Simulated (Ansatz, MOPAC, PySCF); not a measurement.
Complex: HCl (SMILES Cl) (first 2 atoms) with CH5N (SMILES CN); geometry from B3LYP-D3(BJ)/def2-TZVP, rigid monomers moved along the line of their centres of mass till H2···N4 is 2.20 Å.
(charge 0, multiplicity 1):
```csv
atom,x (Å),y (Å),z (Å)
Cl,0.9705,1.1443,0.1651
H,0.7678,0.4012,1.3159
C,-1.0664,-0.0527,3.6834
N,0.1935,-0.6155,3.1793
H,-1.8344,-0.1749,2.9209
H,-0.9313,1.0152,3.8491
H,-1.4096,-0.5164,4.6118
H,0.1081,-1.6059,2.9806
H,0.9491,-0.4975,3.8448
```

Counterpoise-corrected where a basis set is named; no monomer relaxation.

The state that PM3, PM6 reach isn't checked.

Run with Ansatz (Gaussian basis) for Hartree–Fock, density functionals and correlated methods; MOPAC for PM3, PM6 (differences of heats of formation); PySCF for the dispersion terms. Each number belongs to the level named beside it.

Question: One of these levels gives -10.43 kcal/mol for the interaction energy. Which one is it?
A) PM6
B) PBE-D3(BJ)/def2-TZVPPD
C) r2SCAN/def2-TZVPPD
D) PM3

Answer: B, PBE-D3(BJ)/def2-TZVPPD. The others give -3.42 (PM3), -6.34 (PM6), -9.60 (r2SCAN/def2-TZVPPD)

Ansatz is a program for electronic structure.
